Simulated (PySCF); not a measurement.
# Calculated NMR parameters of C[Si@H]1C=C(C(N)=O)C1

- Formula: C5H9NOSi
- SMILES: C[Si@H]1C=C(C(N)=O)C1
- Point group of the computed structure: C1
- Degrees of unsaturation: 3
- Carbon signals: 5
- Proton signals: 7

Bonds (- single, = double, # triple, : aromatic): C1-Si2, Si2-C3, C3=C4, C4-C5, C5-N6, C5=O7, C4-C8, C8-Si2. C1 carries H9, H10, H11; Si2 carries H12; C3 carries H13; N6 carries H14, H15; C8 carries H16, H17. Stereochemistry as in C[Si@H]1C=C(C(N)=O)C1. H16 is cis to C1 on the ring; H14 is cis to the C=O or C=S heteroatom; H17 is trans to C1 on the ring; H15 is trans to the C=O or C=S heteroatom.

All values are calculated (PySCF 2.14): geometry from GFN2-xTB, shieldings: GIAO PBE0/pcSseg-1. One averaged value for each set of equivalent atoms, single conformer, no relativistic terms, in vacuum.

Shifts are taken against calculated references (same method and geometry level): 1H, 13C, 29Si vs TMS; NH3 for 15N; 17O against H2O.

| carbon | δC, type | δH (multiplicity) | HMBC from (2–3 bonds) | span of the C tensor (ppm) |
| --- | --- | --- | --- | --- |
| C1 | -2.6, CH3 | 0.46 (d) | H13, H12, H17, H16 | 7 |
| C3 | 156.3, CH | 7.23 (d) | H12, H17, H16, H9/H10/H11 | 232 |
| C4 | 158.8, C | – | H13, H12, H17, H16 | 220 |
| C5 | 164.0, C | – | H13, H17, H16 | 163 |
| C8 | 20.6, CH2 | H16 1.66 (m); H17 1.81 (m) | H13, H12, H9/H10/H11 | 28 |

Other nuclei:
| atoms | nucleus | environment | δ (ppm) | σ (ppm) |
| --- | --- | --- | --- | --- |
| H15 | 1H | hydrogen on an amide-type nitrogen | 5.48 | 26.24 |
| H12 | 1H | hydrogen on a silicon bonded to 3 C, in a 4-membered ring | 5.09 | 26.63 |
| H14 | 1H | hydrogen on an amide-type nitrogen | 4.62 | 27.10 |
| Si2 | 29Si | silicon bonded to 3 C, H, in a 4-membered ring | -27.7 | 376.9 |
| N6 | 15N | amide-type nitrogen | 113.4 | 154.3 |
| O7 | 17O | amide-type carbonyl oxygen | 407.3 | -71.2 |

Carbon types of the structure: 2 × C, 1 × CH, 1 × CH2, 1 × CH3, leaving 3 H on heteroatoms. δC 164.0: amide carbonyl carbon; it is a carbonyl in resonance with an O or N lone pair, the region of acids, esters and amides. δC 158.8: α carbon of a C=C–C=O unit; as expected for a trigonal carbon in a double bond. δC 156.3: β carbon of a C=C–C=O unit; conjugation with the carbonyl draws π density from the β position. δH 5.48, 4.62: hydrogen on an amide-type nitrogen; exchangeable; this is the value without hydrogen bonding to other molecules. δH 1.81, 1.66: hydrogen on an allylic sp3 CH2 bonded to Si; allylic position.

OH/NH shifts are gas-phase values; hydrogen bonding in solution moves them, usually downfield. The two substituents on the amide-type nitrogen aren't averaged: C–N rotation is slow on the NMR time scale. Shifts are as computed. Against solution values, carbons near 30 ppm lie about +3 ppm off and those near 130 ppm about +5 ppm. Of 1309 compounds with measured shifts, 239 miss one by over three times the rms of a fit or turn the order of signals round; such compounds aren't used in these exercises. Hydrogen bonding in solution shields acid and N–H amide carbonyl oxygens by tens of ppm. The C=O carbon of an acid or of an amide with N–H lies up to 10 ppm further downfield in solution, through hydrogen bonding that the calculation lacks. Unscaled 17O shifts of doubly bonded oxygen tend to come out too high, by tens of ppm or more. Experimental scales use liquid or dissolved standards, which lie at an offset from isolated NH3 (liquid NH3: subtract about 20 ppm) and H2O (liquid H2O: subtract about 36 ppm). Multiplicities follow the n + 1 count of equivalent neighbours, as no J values were calculated; m marks all less simple cases, F and P coupling included.
